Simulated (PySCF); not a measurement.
Gas-phase thermal properties of H2Te

Method: PySCF energies (xtb for GFN2) plus ideal-gas RRHO corrections (1 bar). All species are closed-shell singlets. Te: scalar-relativistic def2 core potential, no spin-orbit coupling. The harmonic model lacks anharmonicity and excited electronic states, which grow with temperature; levels with a mode under 35 cm⁻¹ are left out.

| level | point group | σ | ZPE (kJ/mol) | S°298 (J/mol/K) | Cp298 (J/mol/K) | S°1000 (J/mol/K) | H1000 − H298 (kJ/mol) |
|---|---|---|---|---|---|---|---|
| GFN2-xTB | C2v | 2 | 29.0 | 228.1 | 35.4 | 278.3 | 30.2 |
| PBE/def2-SVP | C2v | 2 | 30.0 | 228.8 | 35.6 | 278.9 | 30.0 |
| PBE0/def2-TZVP | C2v | 2 | 31.3 | 228.4 | 35.5 | 277.9 | 29.7 |
σ: rotational symmetry number. Electronic degeneracy used: 1. Frequencies are unscaled.
